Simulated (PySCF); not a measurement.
A structure optimised at PBE0-D3(BJ)/def2-SVP, used in a PySCF frequency run:

```
N
H 1 1.0177
Si 1 1.7266 2 116.09
F 3 1.6257 1 111.21 2 -80.45
Si 1 1.7266 2 116.09 3 180.00
F 5 1.6257 1 111.21 2 -80.45
H 3 1.4839 4 107.48 1 118.15
H 5 1.4839 6 107.48 1 118.15
H 5 1.4852 8 113.85 6 -117.21
H 3 1.4852 7 113.85 4 -117.21
```

**Question.** Write its SMILES, formula and point group.

**Answer.** F[SiH2]N[SiH2]F, F2H5NSi2, C2

**Question.** What are its rotational constants (standard atomic weights)?

**Answer.** 9.2938, 1.2723, 1.2024 GHz
